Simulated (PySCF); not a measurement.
Compound: LaBr₃.
Bonds: La1–Br2, La1–Br3, La1–Br4.

A GFN2-xTB structure was refined with PBE0-D3(BJ)/def2-SVP geometry optimisation, gas phase, def2 core potentials past Kr in PySCF 2.14.0. Its GFN2-xTB values:

```tsv
coordinate	GFN2-xTB
La1–Br2	2.660 Å
La1–Br3	2.838 Å
Br2–La1–Br3	92.8°
Br2–La1–Br4	92.3°
```

Problem. How do these coordinates change at the PBE0-D3(BJ)/def2-SVP level?

Solution. 
```
 coordinate  PBE0-D3(BJ)/def2-SVP (Å or °)  change
    La1–Br3                          2.733  -0.105
    La1–Br2                          2.740  +0.080
Br2–La1–Br4                          116.2   +23.9
Br2–La1–Br3                          113.6   +20.8
```

The energy falls by 53.6 kJ/mol over 20 energy and gradient evaluations, the largest force component goes from 0.0227 to 1.8e-03 Eh/bohr, and the atoms move by 0.525 Å rms after alignment. The bond that changes most is La1–Br3 (ends: lanthanum bonded to 3 Br; bromine bonded to La), which shortens by 0.105 Å. Bonds longer at the end by more than 0.005 Å: 2 of 3; shorter: 1. Rotational constants go from 651.3, 607.3, 417.1 to 587.9, 568.1, 300.5 MHz.

The run used 128 basis functions and 133 SCF cycles in all. The run took 3.8 min of wall time on one thread of an AMD EPYC 7B13, shared host with 64 logical CPUs at a one-minute load of 10, and the process peaked at 0.58 GiB of memory.

Stationary, but not proved a minimum.
